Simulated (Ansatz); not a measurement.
Molecule: TiH3, charge 1, multiplicity 1. The spin state was set by rule; other spins were not relaxed. 
Coordinates optimised at B3LYP-D3(BJ)/def2-TZVP (Ansatz, a first-principles code):
```xyz
4

Ti     0.1479     0.0079    -0.0202
H     -0.1481    -0.4855     1.5646
H     -1.5572     0.5549    -0.4365
H     -1.5485    -0.2426    -0.6831
```
Charge +1, spin multiplicity 1.

Basis-set convergence of Hartree-Fock and MP2 correlation energies (hartree) with Ansatz. Valence correlation only, unless marked. No spin-orbit coupling. The frozen core is the preceding noble-gas configuration, with the filled d and f shells of earlier blocks. Non-relativistic.

The Hartree-Fock reference is unstable (checked in the largest basis), which strains HF and MP2. The T1 diagnostic of CCSD in the largest basis is 0.046, which is high, so the coupled-cluster rows are less sure than usual.

| basis | functions | E(HF) | E(corr, MP2) |
|---|---|---|---|
| def2-SVPD | 58 | -849.68808 | -0.08463 |
| def2-TZVPPD | 118 | -849.80168 | -0.10485 |
| def2-QZVPPD | 192 | -849.81844 | -0.11019 |

Extrapolating the two largest sets (X = 3 and 4) as X^-3: E(corr) = (64·(-0.11019) - 27·(-0.10485))/37 = -0.1141 Eh, an estimate of the basis-set limit. The largest set recovers 96.6 % of it, the smallest 74.2 %.
